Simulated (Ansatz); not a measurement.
# Which method gave which barrier?

Saddle point of BSiH5Cl2O, singlet (BHCl₂O ([OH][B]([Cl])[Cl]) + SiH₄ → BSiH₃Cl₂ ([SiH3][B]([Cl])[Cl]) + H₂O (still joined by a long B–O bond); bonds formed: B1–Si6, O2–H5; bonds broken: H5–Si6; bonds weakened to dative contacts: B1–O2), PBE0-D4/def2-TZVP structure:

```xyz
10
angstrom
B -0.6658 0.6298 -0.1722
O 0.3929 1.7425 -0.3435
Cl -1.6138 0.3814 -1.6662
Cl -1.5714 0.8350 1.3753
H 0.7637 0.5930 -0.1081
Si 0.4633 -1.2697 0.0672
H 0.4145 2.2742 0.4642
H 1.3519 -1.3718 1.2585
H -0.7370 -2.1109 0.2721
H 1.2016 -1.7035 -1.1471
```

Ansatz 0.2.0; basis: def2-TZVPP, with def2-QZVPP for the basis limit; cores frozen in the correlated methods. Extrapolation: Hartree–Fock as exp(−7.88 √X), correlation as X^−2.97. Four methods, as single points on the PBE0-D4 structures, gave these electronic barriers from the start structure: 214.4, 230.6, 244.8, 341.1 kJ/mol.

Q: The methods were, in alphabetical order, BLYP-D4, CCSD(T), HF, PBE0-D4. Which gave which? (A judgement: the text doesn't fix the answer.)

A: The calculation gives: PBE0-D4 214.4; BLYP-D4 230.6; CCSD(T) 244.8; HF 341.1 kJ/mol. For comparison, CCSD(T) at an estimated basis limit (MP2 extrapolated from triple and quadruple zeta, plus CCSD(T) − MP2 in triple zeta) gives 239.1 kJ/mol.

No T1 diagnostic of these runs exceeds 0.012.

Labels in which every atom is bracketed show which atoms are joined, not bond orders.

For scale, one of the runs: CCSD(T)/def2-TZVPP, 258 basis functions, launched by `ansatz run in.yaml --threads 8 --pin off --events-out ev --progress --plain --max-ram 19148MiB`. Time: 26 s of wall clock on 8 CPU threads of an AMD EPYC 9R45; the host was shared. Peak host memory: 5.6 GiB.
